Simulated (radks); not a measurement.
The numbers below are computed, except where a source is named.
Task: These are the eigenvalues of the occupied orbitals of an atom or ion with whole-number occupations (eV). Code: a radial shooting solver on a logarithmic mesh with Libxc functionals. Model: non-relativistic Kohn-Sham, TPSS, spin-polarised, spherical densities, point nucleus; meta-GGA in the generalised Kohn-Sham scheme.

orbital  eigenvalue
1s up     -2795.956
1s down   -2795.471
2s up     -297.7906
2s down   -297.3897
2p up     -237.4533
2p down   -236.8427
3s up      -60.4567
3s down    -56.7476
3p up      -46.5184

Which element is it, and in what charge state? The configuration may be excited. Open shells, if any, are filled with parallel spins first.

Result: Z = 17, chlorine, charge +3: Cl3+ in [Ne] 3s2 3p2. The list shows which subshells hold electrons but not how many an open one holds; the 1s level, -102.75 hartree, gives Z - s = 14.3 by -(Z - s)^2/2, which with screening narrows Z to a few neighbours, and the depths of the outer levels then fix element, charge and occupations together.
